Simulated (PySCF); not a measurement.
GeTe, SMILES [Ge]=[Te] (connectivity only; charge and spin as stated), neutral, multiplicity 1.

Geometry: PBE0-D3(BJ)/def2-TZVP. The def2 effective core potentials stand for the cores of Te; spin–orbit coupling is left out.

All values below come from TDA-ωB97X/def2-TZVPD (PySCF).

Vertical excitations; the highest root listed may be one member of a degenerate set. Isolated molecule, no solvent. State labels are in the subgroup C2v.

| state | symmetry | energy (eV) | λ (nm) | f | main pairs |
|---|---|---|---|---|---|
| S1 | A2 | 2.81 | 441 | 0.000 | HOMO−1→LUMO+1 49 %, HOMO→LUMO 49 % |
| S2 | A2 | 3.11 | 399 | 0.000 | HOMO→LUMO, HOMO−1→LUMO+1 (degenerate set) |
| S3 | A1 | 3.11 | 399 | 0.000 | HOMO−1→LUMO, HOMO→LUMO+1 (degenerate set) |
| S4 | B2 | 3.38 | 366 | 0.006 | HOMO−2→LUMO+1 (degenerate set) |
| S5 | B1 | 3.38 | 366 | 0.006 | HOMO−2→LUMO (degenerate set) |
| S6 | A1 | 5.13 | 242 | 0.144 | HOMO→LUMO+1 33 %, HOMO−1→LUMO 33 %, HOMO−2→LUMO+6 13 %, HOMO−2→LUMO+2 12 % |
| S7 | B1 | 6.16 | 201 | 0.002 | HOMO−1→LUMO+2, HOMO−1→LUMO+6 (degenerate set) |
| S8 | B2 | 6.16 | 201 | 0.002 | HOMO→LUMO+2, HOMO→LUMO+6 (degenerate set) |
| S9 | B1 | 6.47 | 192 | 0.246 | HOMO−1→LUMO+5 (degenerate set) |
| S10 | B2 | 6.47 | 192 | 0.246 | HOMO→LUMO+5 (degenerate set) |
| T1 | A1 | 2.36 | 526 | 0 | HOMO−1→LUMO 49 %, HOMO→LUMO+1 49 % |
| T2 | A2 | 2.56 | 484 | 0 | HOMO−1→LUMO+1, HOMO→LUMO (degenerate set) |
| T3 | A1 | 2.56 | 484 | 0 | HOMO→LUMO+1, HOMO−1→LUMO (degenerate set) |
| T4 | B1 | 2.65 | 468 | 0 | HOMO−2→LUMO 97 % |
Triplets are in the Tamm–Dancoff approximation.
